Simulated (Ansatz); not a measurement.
Consider the ligand exchange at the Si–C bond: `C[Si](C)(C)C` + `OBF` → `C[Si](C)(C)OBF` + CH₄.

Calculated with Ansatz (gas phase, PBE0-D4/def2-TZVP geometries, no zero-point term in ΔE). CCSD(T)/CBS is the MP2 limit (def2-TZVPP, def2-QZVPP) plus CCSD(T) − MP2 in def2-TZVPP, frozen cores. This one scheme is used for every species. Functionals use def2-TZVPP. HSE06 is defined as in plane-wave codes. Each species was taken in one conformer, which may not be the lowest.

| level | ΔE (kcal/mol) |
| --- | --- |
| r2SCANh-D4 | -27.7 |
| HSE06 | -25.2 |

(1) What does CCSD(T)/CBS give? (An estimate is asked.)

Largest T1 diagnostic among the species: 0.013.

Answers

(1) Computed: -27.4 kcal/mol. The listed levels differ from it by -0.3, 2.2 kcal/mol.

From BLYP to BHLYP (50 % exact exchange), in def2-TZVPP and without D4, ΔE moves by −2.2 kcal/mol. In def2-TZVPP, CCSD(T) changes the Hartree–Fock value by +3.7 kcal/mol (the triples alone add +0.4 kcal/mol) and MP2 by +3.7 kcal/mol. At CCSD(T), def2-SVP lies +1.5 kcal/mol from the extrapolated value and def2-TZVPP +0.2 kcal/mol.
